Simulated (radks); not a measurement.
The numbers below are computed, except where a source is named.
Orbital eigenvalues (eV) of the manganese ion Mn2+, [Ar] 3d5, at several levels of relativity; Dirac values are averaged over j with weights 2j + 1. Spin-unpolarised spherical Kohn-Sham, PBEsol, point nucleus unless stated (finite: rms radius 3.7057 fm), a radial shooting solver on a logarithmic mesh with Libxc functionals. A level marked "c x" has the speed of light scaled by that factor and shares open shells by 2j + 1; other Dirac levels either fill j = l - 1/2 first or share by 2j + 1.

shell       non-rel.  scalar-rel.  scalar-rel., finite nucleus  Dirac, 2j+1 shares  change of magnitude, last against first (%)
1s           -6385.0      -6440.6                      -6440.6             -6439.3                                        +0.85
2s           -749.39      -760.63                      -760.63             -760.43                                        +1.47
2p           -645.14      -647.32                      -647.32             -647.15                                        +0.31
3s           -101.64      -103.42                      -103.42             -103.40                                        +1.73
3p           -71.876      -72.273                      -72.273             -72.264                                        +0.54
3d           -24.436      -24.281                      -24.281             -24.281                                        -0.64
4s (empty)   -19.002      -19.226                      -19.226             -19.224                                        +1.17
4p (empty)   -13.611      -13.672                      -13.672             -13.671                                        +0.44
